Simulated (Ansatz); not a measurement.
```xyz
7

C     0.186   -0.140    1.036
O     0.248    0.743   -0.054
Zn   -0.253    0.376   -1.697
F    -0.711    0.139   -3.358
H    -0.838   -0.465    1.262
H     0.801   -1.037    0.892
H     0.567    0.383    1.919
```

Total charge 0; spin multiplicity 1.

Problem. List the ωB97M-V/def2-TZVPP orbital energies in eV (the Gaussian-basis code of Ansatz). (Best estimate.)

Solution. The calculation gave: Occupied: -9466.05, -1157.24, -1017.71, -1017.69, -1017.55, -676.07, -525.80, -282.58, -137.22, -92.62, -92.59, -92.43, -33.85, -30.27, -21.54, -18.20, -18.08, -18.06, -17.89, -17.89, -15.13, -14.86, -14.39, -13.79, -13.02, -12.97, -10.66, -10.24. Lowest empty: 0.30, 1.21, 1.32, 2.84, 3.98, 4.89, 5.20, 5.86.
